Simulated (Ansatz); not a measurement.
`O[SiH](O)S[SiH2]Cl` + `F[Si](F)(S)Cl` → `F[Si](F)(Cl)S[SiH2]Cl` + `O[SiH](O)S`  (ligand exchange at the Si–S bond)

Gas-phase electronic energies from Ansatz, PBE0-D4/def2-TZVP geometries. CCSD(T)/CBS adds triple-zeta CCSD(T) − MP2 to the extrapolated MP2 energy (def2 sets, frozen cores). Functionals use def2-TZVPP. B3LYP here is the variant with VWN-RPA as its local correlation; programs differ in this. Each species was taken in one conformer, which may not be the lowest.

| level | ΔE (kcal/mol) |
| --- | --- |
| B3LYP | 1.9 |
| CCSD(T)/def2-TZVPP | 1.7 |

**Question.** What does CCSD(T)/CBS give? (An estimate is asked.)

**Answer.** Ansatz gave: +1.6 kcal/mol. The listed levels differ from it by 0.3, 0.1 kcal/mol.

Largest T1 diagnostic among the species: 0.011.

The D4 term adds −1.0 kcal/mol with B3LYP and −0.5 kcal/mol with PBE0; it sums over pairs of atoms, weighted by their polarisabilities, and B3LYP, whose exchange is more repulsive, gets the larger term.
